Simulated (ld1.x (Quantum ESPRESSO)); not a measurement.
Varying the PAW potential for Zr

Base potential:

- Element: zirconium
- Generator: ld1.x (Quantum ESPRESSO) 7.5
- Type: PAW
- Functional: PW91
- Relativity: fully relativistic
- Frozen core: [Ar] 3d10
- Valence charge: 12
- Reference configuration: 4s2 4p6 4d2 5s1.75 5p0.25
- Partial waves: 4s (bound): rcut 1.55, rcutus 1.70 bohr; 5s (bound): rcut 1.55, rcutus 1.70 bohr; 4p (bound): rcut 1.80, rcutus 1.90 bohr; 5p (bound): rcut 1.80, rcutus 1.90 bohr; 4d (bound): rcut 1.60, rcutus 2.05 bohr; 4d channel at 0.1 Ry: rcut 1.60, rcutus 2.05 bohr; 4f channel at 0.05 Ry: rcut 1.60, rcutus 1.95 bohr; 4f channel at 2.2 Ry: rcut 1.60, rcutus 1.95 bohr
- Local potential: all-electron potential smoothed inside 1.75 bohr (lloc = -1)
- Core correction: Bessel-smoothed model core, default radius (core density twice the valence density)
- Augmentation charge: PSQ, inside the norm-conserving radii

Open shells are filled in proportion to 2j + 1 (rel_dist='average').

All-electron outer shells of the reference configuration (PW91, scalar-relativistic, ld1.x):

```
shell  level (eV)  outermost node (bohr)  outermost maximum (bohr)
   3p     -318.07                   0.18                      0.40
   3d     -175.16                      –                      0.35
   4s      -54.88                   0.55                      1.08
   4p      -32.82                   0.56                      1.17
   5s       -4.68                   1.47                      3.15
   4d       -3.92                   0.58                      1.61
   5p       -1.66                   1.70                      4.10
```

Cutoffs, loose and tight: the cutoffs (Ry, on a coarse ladder) from which the occupation-weighted sum of valence levels, in a spherical-Bessel basis at the reference potential, stays within 10 and 1 mRy of its value at 400 Ry. They do not see the model core or the augmentation charge, which bear on the density cutoff. Test errors are all-electron minus pseudo excitation energies from the reference, over the configurations 4s2 4p6 4d2 5s2 5p0; 4s2 4p6 4d2 5s1 5p0; 4s2 4p6 4d2 5s0 5p0; 4s2 4p6 4d2 5s1.5 5p0; 4s2 4p6 4d3 5s0 5p0; 4s2 4p6 4d1 5s2 5p0; 4s2 4p6 4d2.5 5s1.5 5p0. A dash means not determined; rows that change the core or the reference have their own tests.

Cutoffs are not given where the Bessel-basis levels miss the radial ones by over 6 mRy, ghosts where they miss by over 20 mRy; a channel whose overlap is not positive is not tested.

```csv
change,outcome,bound ghosts,largest test error (meV)
base,generated,not determined,+1.8
local potential all-electron potential smoothed inside 0.88 bohr (lloc = -1),generated,not determined,+0.3
local potential all-electron potential smoothed inside 1.14 bohr (lloc = -1),generated,not determined,+1.0
local potential all-electron potential smoothed inside 1.28 bohr (lloc = -1),generated,not determined,+0.9
local potential all-electron potential smoothed inside 1.56 bohr (lloc = -1),generated,not determined,+1.2
local potential all-electron potential smoothed inside 1.86 bohr (lloc = -1),generated,not determined,+2.8
```

(1) What comes out with this change to the base: local potential all-electron potential smoothed inside 2.28 bohr (lloc = -1)?

(2) What comes out with this change to the base: local potential all-electron potential smoothed inside 2.14 bohr (lloc = -1)?

Answers

(1) outcome: generated; bound ghosts: not determined; largest test error (meV): -2.3.

(2) outcome: generated; bound ghosts: not determined; largest test error (meV): -6.7.
